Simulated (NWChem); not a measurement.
System: H2SeO2; SMILES [Se](O)O

Input file for NWChem:

```
start job
memory heap 200 mb stack 900 mb global 1100 mb
geometry units angstroms noautoz
  Se     0.392615    -0.010231     0.000000
  O     -0.730569    -0.090441     1.393587
  H     -0.999793     0.812778     1.606801
  O     -0.730569    -0.090441    -1.393587
  H     -0.999793     0.812778    -1.606801
end
basis spherical
  * library def2-svp
end
dft
  xc xpbe96 cpbe96
  iterations 150
  mulliken
end
task dft energy
```

The geometry was optimised at PBE0/def2-SVP.

Problem. What results follow from this input? (PBE/def2-SVP.) Quantities: energy (Ha); highest occupied level (eV); orbital gap (eV); dipole (D).

Solution. The energy (Ha) is -2552.24. The highest occupied level (eV) is -5.00, the orbital gap (eV) is 3.67 and the dipole (D) is 2.88.
